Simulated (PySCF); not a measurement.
Computed IR spectrum (relative IR intensity) of a molecule C4H9AlO. Geometry: PBE-D3(BJ)/def2-SVP. The values are those of a single conformer. Level of theory: PBE-D3(BJ)/def2-SVP run with PySCF. Frequencies are harmonic and unscaled.

ν (cm⁻¹): 66 (vw), 130 (vw), 187 (w), 200 (w), 320 (s), 565 (vs), 610 (w), 636 (w), 663 (s), 689 (s), 711 (m), 828 (m), 840 (vs), 908 (vs), 918 (w), 971 (w), 999 (w), 1159 (m), 1166 (w), 1358 (vw), 1395 (w), 1589 (m), 2966 (vw), 3058 (w), 3067 (vw), 3071 (w), 3177 (vw), 3812 (m) (against the strongest line: vs over 80 %, s over 45 %, m over 15 %, w over 4 %, vw less)

Task: Identify the compound among the candidates.
A) C=C[CH2][Al]([CH3])[OH]
B) C=[CH][Al]([OH])[CH2]C
C) C=C[CH2][AlH][O]C
D) C=[CH][Al]([CH3])[O]C

Result: A, C=C[CH2][Al]([CH3])[OH]
